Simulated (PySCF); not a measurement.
Correlation energy of Ta (tantalum, neutral)

[Xe] 4f14 5d2 6s2 7s1, high-spin 4F determinant (an excited configuration). Calculation: PySCF 2.14, in aug-cc-pwCVTZ-PP with ECP60MDF (8s8p7d4f3g, 122 functions); a scalar-relativistic core potential. Frozen: 5s2 5p6; 5 electrons correlated.

MP2 pair energies summed by pair of shells (mhartree):

| pair | energy | share (%) |
| --- | --- | --- |
| 5d-6s | -27.25 | 46.2 |
| 6s-6s | -21.52 | 36.5 |
| 6s-7s | -5.26 | 8.9 |
| 5d-5d | -3.70 | 6.3 |
| 5d-7s | -1.21 | 2.1 |

Total MP2 correlation energy: -58.94 mhartree.

Same-spin part -15.67 and opposite-spin part -43.27 mhartree; SCS-MP2 scales them by 1/3 and 6/5 to -57.15 mhartree.
